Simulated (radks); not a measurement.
Q: The erbium ion Er+ is in [Xe] 4f12 6s1. Calculated with a radial shooting solver on a logarithmic mesh with Libxc functionals: scalar-relativistic Kohn-Sham, PBE, spin-polarised, spherical densities, finite nucleus; Fermi nuclear charge, rms radius of each element as measured or else 0.836 A^(1/3) + 0.57 fm. Open shells are filled with parallel spins first. One electron is removed from 6s, 5s, 4f, 5p in turn, with full relaxation. Which removal costs least, and what does each cost?

A: 6s 12.177 eV; 4f 16.698 eV; 5p 38.467 eV; 5s 64.468 eV. The 6s electron leaves first.
